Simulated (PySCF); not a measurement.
A calculated (LC-wPBE, PySCF 2.14, dyall-av3z, the spin-free X2C one-electron Hamiltonian (Gaussian nucleus)) atom or ion has these occupied shells.

```csv
shell,electrons,orbital energy (eV),"rms radius, mean of both spins (bohr)"
1s α,1,-2081.2,0.120
1s β,1,-2081.0,0.120
2s α,1,-171.76,0.568
2s β,1,-171.58,0.568
2p α,3,-122.07,0.544
2p β,3,-121.84,0.544
3s α,1,-12.485,2.17
3s β,1,-9.717,2.17
3p α,3,-2.640,3.01
3p β,1,-1.240,3.01
```

Q: Name the element and its charge.

A: P⁻ (phosphorus, charge -1), in [Ne] 3s2 3p4, high-spin 3P determinant.
